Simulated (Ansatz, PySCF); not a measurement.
System: NaF, net charge 0, singlet state. 
Geometry from a B3LYP-D3(BJ)/def2-TZVP (Ansatz, a quantum-chemistry and plane-wave program) optimisation:
```
Na
F 1 1.9271
```

Total electronic energies in hartree. Cores are frozen in the correlated levels unless marked. No spin-orbit coupling. Non-relativistic. CBS(X,Y): correlation extrapolated as X^-3; Hartree-Fock from the larger set.

```tsv
level	program	energy (Eh)
HF/6-31G	Ansatz	-261.28788
HF-D3(BJ)/def2-TZVPD	PySCF + dftd3	-261.37442
BLYP/def2-TZVPD	Ansatz	-262.22250
TPSS-D4/def2-TZVPD	PySCF + dftd4	-262.24188
B3LYP-D3(BJ)/def2-TZVPD	Ansatz + dftd3	-262.23939
PBE0/STO-3G	Ansatz	-258.40165
PBE0/def2-TZVP	Ansatz	-262.01973
PBE0/def2-TZVPD	Ansatz	-262.02337
TPSSh-D3(BJ)/def2-TZVPD	PySCF + dftd3	-262.22368
r2SCAN0-D4/def2-TZVPD	Ansatz + dftd4	-262.12831
PW6B95-D3(BJ)/def2-TZVPD	PySCF + dftd3	-262.49499
PW6B95/def2-TZVPD	PySCF	-262.49482
wB97X-V/def2-TZVPD	Ansatz	-262.15315
CCSD/6-31G*	Ansatz	-261.49200
CCSD(T)/CBS(def2-TZVPPD,def2-QZVPPD)	Ansatz	-261.7085
```

Totals of different functionals don't rank their quality; only differences between species are comparable.
